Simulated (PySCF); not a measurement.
## Electron correlation in Tl⁶⁷⁺ (thallium, charge +67)

[Ne] 3s2 3p2, high-spin 3P determinant. Calculation: PySCF 2.14, in an uncontracted even-tempered set (17 s from 20 bohr⁻², ratio 2.5; 12 p from 26 bohr⁻², ratio 2.5; 4 d from 100 bohr⁻², ratio 2.7; 4 f from 150 bohr⁻², ratio 2.7); scalar relativity by spin-free X2C-1e. Frozen: 1s2; 12 electrons correlated; the 17 highest virtual orbitals of each spin left out.

```tsv
level	correlation energy (mhartree)
CCSD	-552.79
(T)	-0.35
CCSD(T)	-553.14
```

Diagnostics: T1 = 0.00021, D1 = 0.0009, largest double amplitude 0.025.

Spin-orbit coupling is strong in this species (close to jj coupling), so the high-spin LS determinant is a model state, not a physical level.

Cost of the coupled-cluster step: about 50 core-seconds, for 12 correlated electrons.

At this charge the one-electron X2C treatment keeps the bare 1/r₁₂, with no two-electron picture change or Breit term. The effect here is smaller than on the frozen 1s shell; and a scalar Hamiltonian misses the large spin-orbit splitting of the p shells, which matters for ns² → np² pairs.

Spin-orbit coupling is strong in this species, so the high-spin LS determinant is a model state.
